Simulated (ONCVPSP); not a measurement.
carbon: variants of one ONCV potential

Base potential:

C, optimised norm-conserving Vanderbilt (ONCV), made with ONCVPSP 4.0.1 (PBE, fully relativistic). Core [He], reference 2s2 2p1 (charge +1). Waves: 2s: rc 0.85 bohr, ncon 4, nbas 7, qcut 7.2 1/bohr, local; 2p: rc 2.15 bohr, ncon 4, nbas 8, qcut 7 1/bohr, 1 projector; d scattering state at 0.38 Ha: rc 2.05 bohr, ncon 4, nbas 8, qcut 4.1 1/bohr, 3 projectors, debl 3.5 Ha. Local part: the s channel. Core correction: polynomial model core, fcfact 0.25.

Open shells are filled in proportion to 2j + 1.

All-electron outer shells of the reference configuration (PBE, scalar-relativistic, ld1.x):

```tsv
shell	level (eV)	outermost node (bohr)	outermost maximum (bohr)
1s	-288.39	–	0.17
2s	-25.76	0.38	1.17
2p	-17.00	–	1.11
```

Cutoffs, loose and tight: the cutoffs (Ha) at which the residual kinetic energy of the hardest occupied pseudo-wave falls to 1 and 0.1 mHa per electron. They do not see the model core or the augmentation charge, which bear on the density cutoff. Test errors are all-electron minus pseudo excitation energies from the reference, over the configurations 2s2 2p2; 2s2 2p0; 2s1 2p0; 2s1 2p3. A dash means not determined; rows that change the core or the reference have their own tests.

```tsv
change	outcome	cutoff, loose	cutoff, tight	bound ghosts	GHOST(+) flags above zero	largest test error (meV)
base	generated	38 Ha	158 Ha	none	none	+414
core correction polynomial model core, fcfact 1.02	generated	38 Ha	158 Ha	none	none	+376
s: qcut 8.7; p: qcut 8.5; d: qcut 5	generated	36 Ha	154 Ha	none	none	+327
core correction Teter function, fcfact 4, rcfact 1.3	generated	38 Ha	158 Ha	none	none	+457
s: qcut 8.8	generated	36 Ha	154 Ha	none	none	+414
all radii but the core radius scaled by about 1.06 (s 0.90, p 2.28, d 2.18 bohr)	generated	20 Ha	108 Ha	none	none	+463
```

Task: What comes out with this change to the base: p: rc 2.56?

Result: outcome: generated; cutoff, loose: 38 Ha; cutoff, tight: 158 Ha; bound ghosts: none; GHOST(+) flags above zero: none; largest test error (meV): +577.

Task: What comes out with this change to the base: functional PBEsol?

Result: outcome: generated; cutoff, loose: 38 Ha; cutoff, tight: 159 Ha; bound ghosts: none; GHOST(+) flags above zero: none; largest test error (meV): +376.
